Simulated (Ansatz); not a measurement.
Consider the formal exchange of groups at the Si–C bond: `OC([SiH3])[SiH2]Cl` + `OC(S)S` → `OC([SiH3])(S)S` + `OC[SiH2]Cl`.

Gas-phase electronic energies from Ansatz, PBE0-D4/def2-TZVP geometries. CCSD(T)/CBS is the MP2 limit (def2-TZVPP, def2-QZVPP) plus CCSD(T) − MP2 in def2-TZVPP, frozen cores. Functionals use def2-TZVPP. One conformer a species, not always the lowest.

| level | ΔE (kJ/mol) |
| --- | --- |
| CAM-B3LYP | 19.4 |
| MP2/CBS(def2) | 12.1 |

What does CCSD(T)/CBS give? (Estimate.)

Ansatz gave: +15.2 kJ/mol. The listed levels differ from it by 4.2, -3.1 kJ/mol.

Largest T1 diagnostic among the species: 0.013.

At CCSD(T), def2-SVP lies −4.5 kJ/mol from the extrapolated value and def2-TZVPP +1.2 kJ/mol. Leaving LDA and LC-ωPBE aside and taking each functional with its dispersion term where it has one, the values, not all of them listed here, spread over 3.4 kJ/mol, from BLYP-D4 to B97M-V. In def2-TZVPP, CCSD(T) changes the Hartree–Fock value by −7.2 kJ/mol (the triples alone add −1.4 kJ/mol) and MP2 by −10.3 kJ/mol.
